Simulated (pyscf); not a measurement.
•H₂C–SeH (SMILES [CH2][SeH]), doublet

Gas-phase minimum from PySCF at ωB97X-D3(BJ)/def2-SVP, one conformer. •H₂C–SeH lies 23.0 kcal/mol over its isomer H₃C–Se•, and others may lie lower still (electronic energy, ωB97M-D3(BJ)). 

```
C
H 1 1.0899
H 1 1.0908 2 121.23
Se 1 1.8510 2 121.49 3 179.87
H 4 1.4660 1 96.31 2 -0.01
```
Charge 0, spin multiplicity 2.

Properties at ωB97X-D3(BJ)/def2-SVP:

```yaml
harmonic_wavenumbers_unscaled: 27, 298, 699, 762, 982, 1378, 2504, 3203, 3346 cm⁻¹
zero_point_energy: 18.9 kcal/mol
rotational_symmetry_number: 1
Entropy of this conformer at 298 K and 1 atm, rigid rotor and harmonic oscillator, modes under 100 cm⁻¹ raised to 100: 280.6 J/(mol K)
dipole_moment: 0.73 D
Spin expectation value S2: 0.755
```

Single-point totals, which compare only within one level (frozen core for MP2 and CC):

```csv
level,total energy (hartree)
ωB97X-D3(BJ)/def2-TZVP,-2441.36030
PBE/def2-TZVP,-2440.99332
r²SCAN/def2-TZVP,-2441.37663
B3LYP-D3(BJ)/def2-TZVP,-2441.45648
PBE0-D3(BJ)/def2-TZVP,-2441.07906
M06-2X/def2-TZVP,-2441.40596
ωB97M-D3(BJ)/def2-TZVP,-2441.42665
UHF/def2-TZVPP,-2439.42041
MP2/def2-TZVPP,-2439.84575
CCSD/def2-TZVPP,-2439.87040
CCSD(T)/def2-TZVPP,-2439.88706
```

The lowest mode is so soft that the shape along it may change with the basis. Soft torsions are taken as harmonic, which can shift the entropy by several J/(mol K). The CCSD(T) − MP2 part came from Ansatz, without density fitting, on the same reference. The frozen core leaves the outer d or s,p core shells of the metals and heavy elements correlated in the MP2 and CC values, and def2-TZVPP describes them poorly, so these totals are far from the basis limit. Elements up to Kr have no core potential and no relativistic terms here.
